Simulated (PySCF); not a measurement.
Isomers of CH3BO. Gas-phase values, no solvent. One relaxed conformer stands for each flexible species; it need not be the lowest. Strings in code marks are SMILES. All members: neutral, multiplicity 1. Level: B3LYP-D3(BJ)/def2-TZVP (PySCF). B3LYP has the VWN-RPA correlation part, as in Gaussian. Delta-SCF ions had no search for a lower state.  The removal energy is E(N − 1 electrons) − E(N electrons) at the parent's geometry; ε(HOMO) is measured against the vacuum level.

```json
[
 {"species": "`[H]/B=C/O` (B–C–O–H torsion 0°)", "−ε(HOMO) (eV)": "5.68", "vertical ionisation energy (Delta-SCF) (eV)": "8.38"},
 {"species": "`C=BO` (C–B–O–H torsion 180°)", "−ε(HOMO) (eV)": "5.90", "vertical ionisation energy (Delta-SCF) (eV)": "withheld"},
 {"species": "`BC=O` (H–B–C–O torsion 86°)", "−ε(HOMO) (eV)": "7.33", "vertical ionisation energy (Delta-SCF) (eV)": "10.12"},
 {"species": "`B1CO1`", "−ε(HOMO) (eV)": "8.10", "vertical ionisation energy (Delta-SCF) (eV)": "11.02"},
 {"species": "`CB=O`", "−ε(HOMO) (eV)": "9.46", "vertical ionisation energy (Delta-SCF) (eV)": "12.51"}
]
```

Task: Fit vertical ionisation energy (Delta-SCF) = a + b·x to the 4 complete rows by least squares, with x = −ε(HOMO) in eV. Give a, b and the rms residual, and predict the withheld value.

Result: Means of the 4 rows: x̄ = 7.6425, ȳ = 10.508 eV. Σ(x − x̄)² = 7.4617 and Σ(x − x̄)(y − ȳ) = 8.1703, so b = 1.095 and a = ȳ − b·x̄ = 2.139 eV. The rms residual is 0.026 eV. At x = 5.9 the line gives 8.60 eV. The run for `C=BO` (C–B–O–H torsion 180°) gave 8.62 eV, so the line is off by 0.02 eV, within twice the rms residual.

Codes: PySCF.
